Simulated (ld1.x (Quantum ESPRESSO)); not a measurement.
S (Z = 16), TM: configuration errors across variants

sulfur (S), norm-conserving Troullier–Martins (Kleinman–Bylander form), made with ld1.x (Quantum ESPRESSO) 7.5 (LDA (PZ), scalar-relativistic). Core [Ne], reference 3s2 3p3 (charge +1). Waves: 3p (bound): rc 1.45 bohr; 3d channel at -0.1 Ry: rc 1.20 bohr; 3s (bound): rc 1.40 bohr. Local part: the s channel. Core correction: none.

All-electron excitation energies from the reference (eV): (1) 3s2 3p4 -11.863; (2) 3s2 3p2 22.373; (3) 3s2 3p1 56.531; (4) 3s2 3p0 103.514; (5) 3s2 3p3.5 -7.154; (6) 3s2 3p4.3 -13.604; (7) 3s1 3p5 -1.623; (8) 3s2 3p3 spin -1.965; (9) 3s2 3p4 spin -12.569.

Spin tests fill each open shell by Hund’s rule, majority spin first.

3 further variants failed, have other tests or another functional or relativity, and are left out.

Errors AE − PS in meV (a dash: test not solved or not reliable):

```tsv
change	(1)	(2)	(3)	(4)	(5)	(6)	(7)	(8)	(9)	bound ghosts
base	+6.0	+13	+86	+295	+2.3	+8.2	+4.1	+197	+69	none
wave 3p (bound): rc 1.45 bohr becomes 3p (bound): rc 1.20 bohr	+5.9	+13	+80	+268	+2.1	+8.1	+4.6	+191	+67	none
wave 3d channel at -0.1 Ry: rc 1.20 bohr becomes 3d channel at -0.11 Ry: rc 1.20 bohr	+6.0	+13	+86	+295	+2.3	+8.2	+4.1	+197	+69	none
```

Give the same row for: all radii scaled by about 0.88 (s 1.22, p 1.28, d 1.06 bohr).

+6.2, +13, +86, +288, +2.3, +8.6, +4.3, +194, +68; bound ghosts: none.
